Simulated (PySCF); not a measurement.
SMILES S[SiH2][SiH2]c1ccccc1, GFN2-xTB optimised geometry.

```
19

S     -1.37    -4.30    -0.27
Si    -0.20    -2.48    -0.24
Si    -1.60    -0.66     0.01
C     -0.59     0.93     0.00
C     -1.24     2.16     0.00
C     -0.54     3.35     0.00
C      0.85     3.33     0.00
C      1.52     2.12     0.00
C      0.80     0.93     0.00
H     -2.17    -3.96    -1.27
H      0.60    -2.52    -1.47
H      0.71    -2.78     0.87
H     -2.60    -0.57    -1.07
H     -2.38    -0.70     1.26
H     -2.32     2.18     0.00
H     -1.06     4.30     0.00
H      1.40     4.26     0.00
H      2.60     2.10     0.00
H      1.33    -0.01     0.00
```

Density from B3LYP/def2-SVP run with PySCF at that geometry.

Minimum of the electron density along straight lines between bonded atoms, close to the bond critical point (lines longer than 1.1 times the sum of covalent radii, or with two minima, are not listed):

```json
[
 {"bond": "S1–Si2", "length / Å": "2.161", "ρ at the minimum / e bohr⁻³": "0.090", "∇²ρ there / e bohr⁻⁵": "0.15", "position (fraction from the first atom)": "0.64"},
 {"bond": "Si3–C4", "length / Å": "1.887", "ρ at the minimum / e bohr⁻³": "0.113", "∇²ρ there / e bohr⁻⁵": "0.33", "position (fraction from the first atom)": "0.38"},
 {"bond": "C4–C5", "length / Å": "1.391", "ρ at the minimum / e bohr⁻³": "0.309", "∇²ρ there / e bohr⁻⁵": "-0.78", "position (fraction from the first atom)": "0.50"},
 {"bond": "C5–C6", "length / Å": "1.382", "ρ at the minimum / e bohr⁻³": "0.315", "∇²ρ there / e bohr⁻⁵": "-0.82", "position (fraction from the first atom)": "0.50"},
 {"bond": "C6–C7", "length / Å": "1.385", "ρ at the minimum / e bohr⁻³": "0.314", "∇²ρ there / e bohr⁻⁵": "-0.82", "position (fraction from the first atom)": "0.50"},
 {"bond": "C7–C8", "length / Å": "1.384", "ρ at the minimum / e bohr⁻³": "0.315", "∇²ρ there / e bohr⁻⁵": "-0.82", "position (fraction from the first atom)": "0.50"},
 {"bond": "C4–C9", "length / Å": "1.391", "ρ at the minimum / e bohr⁻³": "0.309", "∇²ρ there / e bohr⁻⁵": "-0.78", "position (fraction from the first atom)": "0.50"},
 {"bond": "C8–C9", "length / Å": "1.384", "ρ at the minimum / e bohr⁻³": "0.315", "∇²ρ there / e bohr⁻⁵": "-0.82", "position (fraction from the first atom)": "0.50"},
 {"bond": "S1–H10", "length / Å": "1.324", "ρ at the minimum / e bohr⁻³": "0.215", "∇²ρ there / e bohr⁻⁵": "-0.17", "position (fraction from the first atom)": "0.49"},
 {"bond": "Si2–H11", "length / Å": "1.466", "ρ at the minimum / e bohr⁻³": "0.117", "∇²ρ there / e bohr⁻⁵": "0.33", "position (fraction from the first atom)": "0.49"},
 {"bond": "Si2–H12", "length / Å": "1.459", "ρ at the minimum / e bohr⁻³": "0.118", "∇²ρ there / e bohr⁻⁵": "0.33", "position (fraction from the first atom)": "0.49"},
 {"bond": "Si3–H13", "length / Å": "1.475", "ρ at the minimum / e bohr⁻³": "0.114", "∇²ρ there / e bohr⁻⁵": "0.32", "position (fraction from the first atom)": "0.49"},
 {"bond": "Si3–H14", "length / Å": "1.472", "ρ at the minimum / e bohr⁻³": "0.115", "∇²ρ there / e bohr⁻⁵": "0.33", "position (fraction from the first atom)": "0.49"},
 {"bond": "C5–H15", "length / Å": "1.081", "ρ at the minimum / e bohr⁻³": "0.285", "∇²ρ there / e bohr⁻⁵": "-1.08", "position (fraction from the first atom)": "0.63"},
 {"bond": "C6–H16", "length / Å": "1.081", "ρ at the minimum / e bohr⁻³": "0.284", "∇²ρ there / e bohr⁻⁵": "-1.08", "position (fraction from the first atom)": "0.63"},
 {"bond": "C7–H17", "length / Å": "1.080", "ρ at the minimum / e bohr⁻³": "0.284", "∇²ρ there / e bohr⁻⁵": "-1.08", "position (fraction from the first atom)": "0.63"},
 {"bond": "C8–H18", "length / Å": "1.081", "ρ at the minimum / e bohr⁻³": "0.284", "∇²ρ there / e bohr⁻⁵": "-1.08", "position (fraction from the first atom)": "0.63"},
 {"bond": "C9–H19", "length / Å": "1.083", "ρ at the minimum / e bohr⁻³": "0.283", "∇²ρ there / e bohr⁻⁵": "-1.06", "position (fraction from the first atom)": "0.62"}
]
```
